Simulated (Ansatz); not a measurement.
`[AlH2][CH2]Cl` and `Cl[CH2][SnH3]` differ in one atom or group.

Ansatz, PBE0-D4/def2-TZVP geometries, multiplicity 1. 

Elements past krypton have def2 core potentials.

```csv
property,`[AlH2][CH2]Cl`
HOMO–LUMO gap (PBE0/def2-TZVPP) / eV,5.90
HOMO energy (PBE0/def2-TZVPP) / eV,-7.55
LUMO energy (B3LYP/def2-TZVPP) / eV,-1.88
LUMO energy (ωB97M-V/def2-TZVPP) / eV,-0.06
size of the dipole moment (ωB97M-V/def2-TZVPP) / D,1.72
HOMO–LUMO gap (B3LYP/def2-TZVPP) / eV,5.44
```

(1) What does the change do to each property? (An estimate is asked.)

## Answers

(1) Ansatz gave: 
| property | `Cl[CH2][SnH3]` | shift |
| --- | --- | --- |
| HOMO–LUMO gap (PBE0/def2-TZVPP) / eV | 7.49 | 1.59 |
| HOMO energy (PBE0/def2-TZVPP) / eV | -7.70 | -0.15 |
| LUMO energy (B3LYP/def2-TZVPP) / eV | -0.48 | 1.40 |
| LUMO energy (ωB97M-V/def2-TZVPP) / eV | 1.21 | 1.27 |
| size of the dipole moment (ωB97M-V/def2-TZVPP) / D | 1.69 | -0.03 |
| HOMO–LUMO gap (B3LYP/def2-TZVPP) / eV | 7.00 | 1.56 |

With PBE0 the HOMO falls by 0.15 eV and the LUMO rises by 1.43 eV, so the gap widens by about 1.58 eV. PBE moves the HOMO by -0.22 eV and ωB97M-V by -0.11 eV. Dipoles are sizes alone; their direction can turn.

B3LYP here is the variant with VWN-RPA as its local correlation; programs differ in this.
